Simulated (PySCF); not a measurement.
## Ionisation energy of Pr by level of theory

Pr [Xe] 4f3 6s2 (high-spin determinant) → Pr⁺ [Xe] 4f3 6s1 (high-spin determinant), as a difference of total energies. All numbers are calculated (PySCF 2.14, scalar relativity by spin-free X2C-1e, in cc-pVDZ-X2C). Correlated levels: valence: [Kr] 4d10 frozen; valence and next inner shell: [Ar] 3d10 frozen. The calculations carry no spin-orbit coupling.

```json
{"method": "UHF", "ionisation energy (eV)": "4.446"}
{"method": "LDA", "ionisation energy (eV)": "5.651"}
{"method": "PBE", "ionisation energy (eV)": "5.454"}
{"method": "PBE0", "ionisation energy (eV)": "5.345"}
{"method": "r2SCAN", "ionisation energy (eV)": "5.113"}
{"method": "MP2 (valence)", "ionisation energy (eV)": "5.316"}
{"method": "SCS-MP2 (valence)", "ionisation energy (eV)": "5.360"}
{"method": "MP2 (valence and next inner shell)", "ionisation energy (eV)": "5.355"}
{"method": "SCS-MP2 (valence and next inner shell)", "ionisation energy (eV)": "5.384"}
```

Problem. How much does correlation contribute at MP2 (valence and next inner shell)?

Solution. 5.355 − (4.446) = 0.909 eV, measured against UHF.

Errors of the correlated levels include the incompleteness of this basis and the frozen core.

The determinant of Pr and of Pr⁺ mixes LS terms, which raises its energy above the lowest term, most at the Hartree-Fock and MP2 levels.

For comparison: 5.470 eV (semi-empirical (NIST evaluation); NIST Atomic Spectra Database, ionization energies).
